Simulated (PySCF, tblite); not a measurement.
Isomers of C7H11NSi2, one GFN2-xTB conformer each. Single-point energies are computed at PBE0/pcSseg-1 (PySCF, gas phase, no added dispersion term), electronic only.

| SMILES | GFN2-xTB relative energy (kcal/mol) |
| --- | --- |
| CC1=C[Si@H](C#N)C=CC[SiH2]1 | 0.0 |
| C#C[SiH2]C#C[SiH2][C@@H]1C[C@H]1N | 42.9 |
| C#C[SiH2][Si@H]1C[C@H](CC#N)C1 | 18.4 |

Conformers: `[CH3:1][C:2]1=[CH:3][Si@H:4]([C:5]#[N:6])[CH:7]=[CH:8][CH2:9][SiH2:10]1` with C2–C3–Si4–C5 154°, C3–Si4–C7–C8 -61°, C7–C8–C9–Si10 75°, C8–C9–Si10–C2 -67°; `[CH:1]#[C:2][SiH2:3][C:4]#[C:5][SiH2:6][C@@H:7]1[CH2:8][C@H:9]1[NH2:10]` with C5–Si6–C7–C8 -113°, C8–C9–N10–H 155° and 35°; `[CH:1]#[C:2][SiH2:3][Si@H:4]1[CH2:5][C@H:6]([CH2:7][C:8]#[N:9])[CH2:10]1` with C2–Si3–Si4–C5 -42°, C5–C6–C7–C8 179°, Si3–Si4–C5–C6 95°, Si4–C5–C6–C7 141°, C5–C6–C10–Si4 -18°, Si3–Si4–C10–C6 -96°.

Problem. What does PBE0/pcSseg-1 give for the same structures?

Solution. 
| SMILES | PBE0/pcSseg-1 E (Eh) | PBE0/pcSseg-1 (kcal/mol) | GFN2-xTB (kcal/mol) | point group |
| --- | --- | --- | --- | --- |
| CC1=C[Si@H](C#N)C=CC[SiH2]1 | -906.37135 | 0.0 | 0.0 | C1 |
| C#C[SiH2][Si@H]1C[C@H](CC#N)C1 | -906.30899 | 39.1 | 18.4 | C1 |
| C#C[SiH2]C#C[SiH2][C@@H]1C[C@H]1N | -906.25457 | 73.3 | 42.9 | C1 |

Both levels put the same isomer lowest; measured from each level's own lowest isomer, the values differ by up to 30.4 kcal/mol (C#C[SiH2]C#C[SiH2][C@@H]1C[C@H]1N: 42.9 against 73.3). As drawn, the lowest has a C≡N group and a C=C bond outside aromatic rings, which the highest lacks; the highest has a three-membered ring, a C≡C bond and an N–H bond, which the lowest lacks.

Problem. Which frontier levels, dipoles and rotational constants go with these structures?

Solution. 
| SMILES | HOMO (eV, PBE0/pcSseg-1) | LUMO (eV) | dipole (D) | A, B, C (MHz) |
| --- | --- | --- | --- | --- |
| CC1=C[Si@H](C#N)C=CC[SiH2]1 | -7.55 | -1.28 | 5.03 | 1430, 723.5, 513.5 |
| C#C[SiH2][Si@H]1C[C@H](CC#N)C1 | -7.95 | -0.59 | 3.89 | 1509, 552.1, 459.3 |
| C#C[SiH2]C#C[SiH2][C@@H]1C[C@H]1N | -6.49 | -0.57 | 1.15 | 1990, 297.5, 281.1 |

Problem. What happens when harmonic zero-point energies from GFN2-xTB frequencies are added?

Solution. 
```json
{"SMILES": "CC1=C[Si@H](C#N)C=CC[SiH2]1", "ZPE (kcal/mol)": "95.5", "electronic (kcal/mol)": "0.0", "with ZPE (kcal/mol)": "0.0"}
{"SMILES": "C#C[SiH2][Si@H]1C[C@H](CC#N)C1", "ZPE (kcal/mol)": "94.9", "electronic (kcal/mol)": "39.1", "with ZPE (kcal/mol)": "38.6"}
{"SMILES": "C#C[SiH2]C#C[SiH2][C@@H]1C[C@H]1N", "ZPE (kcal/mol)": "92.5", "electronic (kcal/mol)": "73.3", "with ZPE (kcal/mol)": "70.3"}
```

The zero-point energies span 3.0 kcal/mol. The order is unchanged.
